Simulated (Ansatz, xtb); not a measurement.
## Relative energy of two isomers of C4H10SSi2

Structure X is `CC#C[SiH2]S[SiH2]C`, a singlet and structure Y is `CC#C[Si@H](C)S[SiH3]`, a singlet. Both are isolated molecules in the gas phase, relaxed with B3LYP/def2-SVP, each in the lowest conformer that the search found.

X (Å):

```xyz
17

C    -2.0840    4.2847    0.0007
C    -1.8963    2.8566    0.2151
C    -1.7420    1.6600    0.3997
C     1.6046    0.0579   -1.6541
S     0.4690   -0.5804    1.4786
Si   -1.4880   -0.1297    0.6719
Si    1.8236    0.4987    0.1630
H    -2.6671    4.7347    0.8210
H    -2.6210    4.4788   -0.9425
H    -1.1143    4.8072   -0.0488
H    -2.4466   -0.6445    1.6853
H    -1.7090   -0.8392   -0.6197
H     1.6729    1.9696    0.3551
H     3.1715    0.0865    0.6471
H     2.3773    0.5649   -2.2563
H     1.6992   -1.0280   -1.8103
H     0.6198    0.3780   -2.0294
```

Y (Å):

```xyz
17

C    -1.4643    1.0694    1.8207
C    -0.7221    0.8978    0.5793
C    -0.0999    0.7541   -0.4611
C     0.4446   -1.0917   -2.8458
S     2.9858    0.5340   -1.6341
Si    0.8431    0.5446   -2.0173
Si    3.2584    2.3862   -0.5531
H    -1.7559    0.0954    2.2475
H    -2.3838    1.6556    1.6570
H    -0.8572    1.5983    2.5741
H     0.5156    1.6901   -2.9130
H     0.6849   -1.9352   -2.1804
H     1.0206   -1.2055   -3.7778
H    -0.6288   -1.1376   -3.0915
H     4.7245    2.6470   -0.5599
H     2.5456    3.5113   -1.2248
H     2.7850    2.2908    0.8566
```

Q: Estimate E(Y) − E(X) at the level CCSD(T)/def2-SVP + ΔMP2/def2-TZVPP.

A: Too close to call at this level: CCSD(T)/def2-SVP + ΔMP2/def2-TZVPP gives E(Y) − E(X) = −4.10 kJ/mol.

The same difference at several levels:

```json
{"level": "B3LYP/def2-SVP", "geometry": "B3LYP/def2-SVP", "E(Y) − E(X) (kJ/mol)": "−3.65", "departure from the last row (kJ/mol)": "+0.45", "job, with rough time for the two": "optimisation, 4 min"}
{"level": "HF/def2-SVP", "geometry": "B3LYP/def2-SVP", "E(Y) − E(X) (kJ/mol)": "−3.99", "departure from the last row (kJ/mol)": "+0.12", "job, with rough time for the two": "part of the CCSD(T) run"}
{"level": "MP2/def2-SVP", "geometry": "B3LYP/def2-SVP", "E(Y) − E(X) (kJ/mol)": "−4.80", "departure from the last row (kJ/mol)": "−0.70", "job, with rough time for the two": "part of the CCSD(T) run"}
{"level": "CCSD(T)/def2-SVP", "geometry": "B3LYP/def2-SVP", "E(Y) − E(X) (kJ/mol)": "−4.39", "departure from the last row (kJ/mol)": "−0.28", "job, with rough time for the two": "single point"}
{"level": "CCSD(T)/def2-SVP + ΔMP2/def2-TZVPP", "geometry": "B3LYP/def2-SVP", "E(Y) − E(X) (kJ/mol)": "−4.10", "departure from the last row (kJ/mol)": "", "job, with rough time for the two": "single point, 2.6 min"}
```

As drawn, both hold the same kinds of bond in the same numbers.

The largest departure from CCSD(T)/def2-SVP + ΔMP2/def2-TZVPP is that of MP2/def2-SVP, 0.70 kJ/mol. A small imaginary or near-zero mode remains, so no thermal terms are given. Levels run at GFN2-xTB geometries aren't shown. The last row adds to CCSD(T) the change of the MP2 difference between the two basis sets, here +0.28 kJ/mol.

The correlated steps freeze 19 core orbitals. Codes used: Ansatz 0.2.0, xtb 6.7.1; the last row on 4 threads of Arm Neoverse N1 on a shared host.
